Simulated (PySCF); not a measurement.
**Bond curve of SrZn**

Set-up: PySCF, scalar-relativistic core potentials, basis sets Sr def2-SVP with ECP28, Zn def2-SVP. Energies in eV from Sr + Zn in their ground configurations at the same level. State: ¹Σ⁺ (singlet), closed shell.

All columns are PBE0. A positive dipole means Sr(−)Zn(+).

```json
{"R (Å)": "3.333", "E (eV)": "-0.035", "μ (D)": "0.76", "Mulliken charge on Sr (basis-dependent)": "-0.10", "HOMO (eV)": "-3.74", "LUMO (eV)": "-1.27", "Mayer bond order": "0.30", "⟨S²⟩": "0.00"}
{"R (Å)": "3.488", "E (eV)": "-0.083", "μ (D)": "0.60", "Mulliken charge on Sr (basis-dependent)": "-0.09", "HOMO (eV)": "-3.79", "LUMO (eV)": "-1.19", "Mayer bond order": "0.27", "⟨S²⟩": "0.00"}
{"R (Å)": "3.643", "E (eV)": "-0.105", "μ (D)": "0.46", "Mulliken charge on Sr (basis-dependent)": "-0.08", "HOMO (eV)": "-3.83", "LUMO (eV)": "-1.11", "Mayer bond order": "0.24", "⟨S²⟩": "0.00"}
{"R (Å)": "3.760", "E (eV)": "-0.112", "μ (D)": "0.37", "Mulliken charge on Sr (basis-dependent)": "-0.08", "HOMO (eV)": "-3.86", "LUMO (eV)": "-1.09", "Mayer bond order": "0.22", "⟨S²⟩": "0.00"}
{"R (Å)": "3.876", "E (eV)": "-0.113", "μ (D)": "0.28", "Mulliken charge on Sr (basis-dependent)": "-0.08", "HOMO (eV)": "-3.89", "LUMO (eV)": "-1.09", "Mayer bond order": "0.20", "⟨S²⟩": "0.00"}
{"R (Å)": "3.992", "E (eV)": "-0.110", "μ (D)": "0.21", "Mulliken charge on Sr (basis-dependent)": "-0.07", "HOMO (eV)": "-3.91", "LUMO (eV)": "-1.08", "Mayer bond order": "0.18", "⟨S²⟩": "0.00"}
{"R (Å)": "4.147", "E (eV)": "-0.103", "μ (D)": "0.13", "Mulliken charge on Sr (basis-dependent)": "-0.06", "HOMO (eV)": "-3.94", "LUMO (eV)": "-1.08", "Mayer bond order": "0.16", "⟨S²⟩": "0.00"}
{"R (Å)": "4.341", "E (eV)": "-0.091", "μ (D)": "0.06", "Mulliken charge on Sr (basis-dependent)": "-0.06", "HOMO (eV)": "-3.97", "LUMO (eV)": "-1.07", "Mayer bond order": "0.13", "⟨S²⟩": "0.00"}
{"R (Å)": "4.574", "E (eV)": "-0.077", "μ (D)": "0.01", "Mulliken charge on Sr (basis-dependent)": "-0.05", "HOMO (eV)": "-4.00", "LUMO (eV)": "-1.05", "Mayer bond order": "0.11", "⟨S²⟩": "0.00"}
{"R (Å)": "4.884", "E (eV)": "-0.058", "μ (D)": "-0.02", "Mulliken charge on Sr (basis-dependent)": "-0.03", "HOMO (eV)": "-4.02", "LUMO (eV)": "-1.02", "Mayer bond order": "0.08", "⟨S²⟩": "0.00"}
```

A fit through these points gives, at Re = 3.838 Å, μ = 0.31 D and dμ/dR = -0.691 D/Å; the reduced mass is 37.01 u.

Question: How strong is the fundamental in the double-harmonic approximation, I = 42.26·(dμ/dR)²/μred km/mol?

Answer: I = 42.26·(-0.691)²/37.01 = 0.545 km/mol at PBE0.

Closed-shell solutions of metal pairs were not tested for spin polarisation, which can lower them a little. The bond is weak. Basis-set superposition, not corrected here, can be much of De in a small basis, most of all at correlated wavefunction levels. Functionals without a dispersion term scatter widely for such bonds, and LDA overbinds them.
